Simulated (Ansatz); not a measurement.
```xyz
7

C     0.0000    0.0290   -0.6397
N     0.0000    0.0648    0.6909
H     0.0000   -0.8994   -1.0671
H    -0.8114    0.5206   -0.9966
H     0.8114    0.5206   -0.9966
H    -0.7477   -0.3847    1.0310
H     0.7477   -0.3847    1.0310
```

Basis set: 6-31G* (spherical functions). Frozen core: 2 orbitals. Charge 0, multiplicity 1.

Computed with Ansatz (development build ahead of 0.2.0); each method stands on the lowest determinant of its kind that the runs found. Restricted open shells among the atoms or ions are ROHF, correlated in semicanonical orbitals with singles.

Q: Give the atomization energy at this shape (free ground-state atoms in the same class of orbitals less the molecule, no zero-point energy) of singlet CH₅N by RHF-MP2, RHF.

A:

```csv
method,atomization energy
RHF-MP2,2057.9 kJ/mol
RHF,1640.2 kJ/mol
```

Caution: no unrestricted run beside it, a lower state can exist; the shape is not the minimum.
